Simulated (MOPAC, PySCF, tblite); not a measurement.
Dissociation curve of MgCl, doublet.

GFN2-xTB, 300 K electronic temperature (tblite); UKS-TPSSh = unrestricted TPSSh/cc-pVTZ in PySCF; PM6, unrestricted, heats of formation (MOPAC); UMP2 = MP2 on UHF/cc-pVTZ, 6 core orbitals frozen run with PySCF; AM1, unrestricted, heats of formation (MOPAC).

Energies are in mEh, each relative to the lowest point of its own curve near equilibrium.

| R / Å | GFN2-xTB | UKS-TPSSh | PM6 | UMP2 | AM1 |
|---|---|---|---|---|---|
| 1.78 | 50.2 | 74.9 | 75.3 | 76.7 | 50.0 |
| 1.87 | ___ | 40.8 | 43.1 | 41.3 | 27.0 |
| 1.98 | 6.8 | 16.1 | 18.0 | 15.7 | 9.5 |
| 2.10 | ___ | 3.4 | 4.0 | 2.9 | 0.9 |
| 2.14 | 0.0 | 1.4 | 1.7 | 1.1 | 0.0 |
| 2.21 | 0.2 | 0.0 | 0.0 | 0.0 | 0.3 |
| 2.26 | 1.1 | 0.3 | 0.2 | 0.6 | 1.8 |
| 2.34 | 3.4 | 2.3 | 2.7 | 3.2 | 6.1 |
| 2.41 | 6.0 | 5.4 | 6.5 | 6.9 | 11.3 |
| 2.58 | 14.2 | 15.7 | 19.7 | 18.8 | 28.0 |
| 2.77 | ___ | ___ | 37.8 | 34.5 | ___ |
| 3.00 | 38.9 | ___ | 59.8 | 53.9 | 77.4 |
| 3.32 | 57.7 | 66.4 | 85.5 | 78.8 | 108.4 |

Question: What belongs in the gaps?

Answer: 
- 1.87, GFN2-xTB: 23.0
- 2.10, GFN2-xTB: 0.6
- 2.77, GFN2-xTB: 25.0
- 2.77, UKS-TPSSh: 29.4
- 2.77, AM1: 50.1
- 3.00, UKS-TPSSh: 46.1

The scan ran from 1.78 to 8.83 Å; beyond the distances shown one of the unrestricted levels run for this scan, shown here or not, changes its spin distribution in one step.
